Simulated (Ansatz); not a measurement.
CH$_{3}$BClGa at its PBE0-D4/def2-TZVP geometry, where that method's forces vanish. Charge 0, multiplicity 1. The bonds changed during the relaxation, so this is another structure than the one it started from.

```xyz
7

Cl    1.3072    1.1953   -1.0248
C     0.5009    0.4529    0.3734
B    -0.1723   -0.8337    0.2727
Ga   -1.2309    0.7591   -1.2534
H     0.5759    1.1211    1.2219
H    -0.2269   -1.4014   -0.8014
H    -0.7539   -1.2932    1.2116
```

**Question.** What forces (eV/Å) does ωB97M-V/def2-TZVPP give on these atoms in the Gaussian-basis code of Ansatz? (Estimate.)

**Answer.** The calculation gave: 
```
Cl1  0.153  0.068 -0.174
C2  -0.214 -0.055  0.159
B3   0.040 -0.110  0.096
Ga4 -0.031  0.052  0.007
H5  -0.020 -0.083 -0.072
H6   0.014  0.075  0.097
H7   0.058  0.053 -0.112
```
